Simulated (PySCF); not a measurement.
## Low-lying terms of Ti⁴⁺ (titanium, charge +4)

Ground state [Ar], ¹S. All numbers are calculated (PySCF 2.14, no relativity, point nucleus, in def2-TZVP (6s4p4d1f, 45 functions)). Vertical excitation energies in eV without spin-orbit coupling; excited terms of each kind are numbered among those the solver found. Frozen: [Ne].

```
 term  leading excitation  EOM-EE-CCSD
1 3P°              3p → d       34.241
1 3F°              3p → d       36.021
1 1D°              3p → d       38.471
1 3D°              3p → d       38.580
1 1F°              3p → d       38.851
1 1P°              3p → d       49.906
 1 3S              3p → p       59.928
 1 3D              3s → d       60.346
 2 3D              3p → p       61.244
 1 1D              3p → p       61.324
 1 1P              3p → p       61.801
 2 1D              3s → d       62.626
```

The solver can miss terms.
